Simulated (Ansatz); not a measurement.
# SnO (tin(ii) oxide): methods side by side

The species is SnO (2 atoms), meant as a singlet with charge 0. As SMILES, `[O]=[Sn]`. The shape comes from GFN2-xTB, which is rough for such elements, and wasn't checked as a minimum.

```xyz
2

O     0.0000    0.0000    0.0000
Sn    0.0000    0.0000    1.8036
```

Quantity: the energy change with the O1–Sn2 bond stretched from 1.804 to 4.509 Å, in eV. The values are calculated.

| level | kind | program | value (eV) | less FCI/STO-3G |
| --- | --- | --- | --- | --- |
| HF/STO-3G (restricted) | Hartree–Fock | Ansatz | 6.87 | +1.62 |
| RPA@PBE/STO-3G (restricted) | RPA | Ansatz | 3.84 | -1.41 |
| CCSD(T)/STO-3G (unrestricted) | coupled cluster or CI | Ansatz | 5.30 | +0.05 |
| FCI/STO-3G | exact in the basis | Ansatz | 5.25 | 0.00 |

FCI/STO-3G is exact within its basis and frozen core, so for wave-function methods in that basis the difference is their error. Spin-restricted single references rise too steeply as a bond breaks, Hartree–Fock most of all. All-electron rows without a relativistic Hamiltonian named are non-relativistic. The first shape isn't each level's own minimum. The values span 3.84 to 6.87 eV. Spin contamination of the reference (⟨S²⟩ at least 0.1 too high) touches CCSD(T)/STO-3G. All rows use very small basis sets, so even the best lies far from the true value. In the correlated wave-function rows the outer d shell of Sn is correlated, in sets not made for it.
